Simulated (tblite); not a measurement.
C2H8GaN (SMILES [CH3][Ga]([CH3])[NH2]), singlet, at a GFN2-xTB geometry (such geometries of metal compounds can be far from the true shape); GFN1-xTB run with tblite 0.6.0.

tblite was given this input:
```
$ tblite run mol.xyz --method gfn1 --charge 0 --spin 0 --grad --json tblite.json --no-restart

# file mol.xyz
12

Ga    -0.00709451     0.00460620    -0.00714112
C     -1.47199618    -1.39543412    -0.17665421
H     -1.03944064    -2.37467805    -0.39585468
H     -2.17872222    -1.14504898    -0.97070797
H     -2.02896157    -1.48152489     0.75972005
C      0.13033080     1.80004736    -0.94945224
H      0.26125667     1.66657442    -2.02620221
H      0.98208639     2.36703510    -0.56726568
H     -0.77564079     2.39282419    -0.80161230
N      1.35270193    -0.41356163     1.13700129
H      2.15140436     0.17015384     1.35088087
H      1.42902616    -1.27087592     1.67004633
```

The log (banner, timings and long lists left out):

```
xTB calculator
 | screened Coulomb repulsion
 | Coulomb electrostatics
 |  * isotropic Klopman-Ohno-Mataga-Nishimoto electrostatics
 |  * onsite third-order electrostatics
 | DFT-D3(BJ) dispersion correction

halogen bonding energy    0.0000000000000E+00 Eh
repulsion energy          1.5588076736394E-01 Eh
dispersion energy        -3.0732545502726E-03 Eh
number of electrons       2.4000000000000E+01 e
integral cutoff           4.0000000000000E+01 bohr

------------------------------------------------------------
  cycle        total energy    energy error   density error
------------------------------------------------------------
      1     -12.96883284502  -1.3121640E+01   5.9224573E-01
      2     -13.03669013851  -6.7857293E-02   3.1399714E-01
      3     -13.03695724978  -2.6711127E-04   7.0153840E-02
      4     -13.03807808225  -1.1208325E-03   1.8369520E-02
      5     -13.03887580031  -7.9771806E-04   5.0622416E-03
      6     -13.03894601010  -7.0209785E-05   2.9771980E-04
      7     -13.03894616800  -1.5789868E-07   8.7140173E-05
      8     -13.03894615396   1.4039685E-08   9.4381108E-05
      9     -13.03894617625  -2.2296701E-08   9.5699448E-06
------------------------------------------------------------

electronic energy        -1.3191753689067E+01 Eh
total energy             -1.3038946176254E+01 Eh

Post processing:
 | Mayer-Wiberg bond orders

[Info] Tight-binding results written to 'tblite.txt'
[Info] JSON dump of results written to 'tblite.json'
```
